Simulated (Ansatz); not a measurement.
Cartesian coordinates in Å:
```
F -1.1968 0.8021 -1.3905
C 0.0347 0.1684 -1.3284
Sn 0.2707 -0.7090 0.6399
S 0.1634 1.0983 2.2187
H 0.8160 0.9110 -1.5060
H 0.0733 -0.5917 -2.1131
H -0.9838 -1.8294 0.9322
H 1.8096 -1.4167 0.8418
H -0.9871 1.5670 1.7054
```

The species carries charge 0 and has multiplicity 1. Sn: def2 effective core potential.

Task: List the ωB97M-V/def2-TZVPP orbital energies in eV (the Gaussian-basis code of Ansatz). (Best estimate.)

Result: The calculation gave: Occupied: -2426.64, -677.47, -283.68, -220.61, -163.71, -163.65, -163.53, -143.34, -97.94, -97.88, -97.86, -36.34, -31.56, -31.52, -31.49, -31.39, -31.39, -22.79, -22.10, -17.19, -16.53, -16.49, -15.06, -13.43, -12.66, -11.74, -11.08, -10.50, -9.41. Lowest empty: 1.09, 1.52, 2.29, 2.36, 2.79, 3.13, 3.53, 4.14.
